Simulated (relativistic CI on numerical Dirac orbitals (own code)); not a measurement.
Calculated levels, Ce XLVIII

Calculated at this level of theory: Dirac-Coulomb-Breit CI, separate exchange-only KLI orbitals for each configuration, model QED, unscaled Slater integrals (own radial code, finite nucleus).

Configurations in the expansion (outside the closed core [Ne]): 3s, 3p, 3d, 4s, 4p, 4d, 4f, 5s, 5p, 5d, 5f, 5g, 6s, 6p, 6d, 7s, 7p. Levels of other configurations are missing.

The lowest level is 3s ²S1/2, with 100 % of that term; Hund's rules for 3s give ²S with J = 1/2, in agreement.

```
No.  Configuration  Term    J   E (Ry)    %  Lifetime (s)  jj configuration (%)
  1             3s    ²S  1/2    0.000  100                            3s (100)
  2             3p   ²P°  1/2    8.157  100      3.66e-11           3p1/2 (100)
  3             3p   ²P°  3/2   16.961  100      3.88e-12           3p3/2 (100)
  4             3d    ²D  3/2   27.140  100      3.82e-12           3d3/2 (100)
  5             3d    ²D  5/2   29.131  100      1.23e-11           3d5/2 (100)
  6             4s    ²S  1/2  132.697  100      5.36e-14              4s (100)
  7             4p   ²P°  1/2  136.071  100      4.43e-14           4p1/2 (100)
  8             4p   ²P°  3/2  139.659  100      5.82e-14           4p3/2 (100)
  9             4d    ²D  3/2  143.514  100      2.73e-14           4d3/2 (100)
 10             4d    ²D  5/2  144.379  100      2.67e-14           4d5/2 (100)
 11             4f   ²F°  5/2  146.423  100      1.28e-14           4f5/2 (100)
 12             4f   ²F°  7/2  146.795  100      1.30e-14           4f7/2 (100)
 13             5s    ²S  1/2  191.710  100      6.64e-14              5s (100)
 14             5p   ²P°  1/2  193.407  100      5.51e-14           5p1/2 (100)
 15             5p   ²P°  3/2  195.210  100      6.99e-14           5p3/2 (100)
 16             5d    ²D  3/2  197.096  100      3.67e-14           5d3/2 (100)
 17             5d    ²D  5/2  197.542  100      3.65e-14           5d5/2 (100)
 18             5f   ²F°  5/2  198.553  100      2.40e-14           5f5/2 (100)
 19             5f   ²F°  7/2  198.744  100      2.45e-14           5f7/2 (100)
 20             5g    ²G  7/2  198.880  100      4.35e-14           5g7/2 (100)
 21             5g    ²G  9/2  198.994  100      4.38e-14           5g9/2 (100)
 22             6s    ²S  1/2  223.007  100      9.26e-14              6s (100)
 23             6p   ²P°  1/2  223.976  100      7.71e-14           6p1/2 (100)
 24             6p   ²P°  3/2  225.007  100      9.59e-14           6p3/2 (100)
 25             6d    ²D  3/2  226.071  100      5.39e-14           6d3/2 (100)
 26             6d    ²D  5/2  226.330  100      5.41e-14           6d5/2 (100)
 27             7s    ²S  1/2  241.573  100      1.28e-13              7s (100)
 28             7p   ²P°  1/2  242.177  100      1.11e-13           7p1/2 (100)
 29             7p   ²P°  3/2  242.820  100      1.34e-13           7p3/2 (100)
```

Energies count from the lowest computed level; ° marks odd parity; lifetimes are radiative, by E1, M1, E2, M2 decay to levels of this space only. Filled j subshells are mostly left out of the jj labels.

The mean weight of the leading LS term, summed over parents, in these 29 levels is 100 %, and that of the leading jj configuration (from the same eigenvectors) 100 %.

At this charge energies of transitions that change n are usually good to better than 1 %, and those within a shell (Δn = 0) to a few per cent.
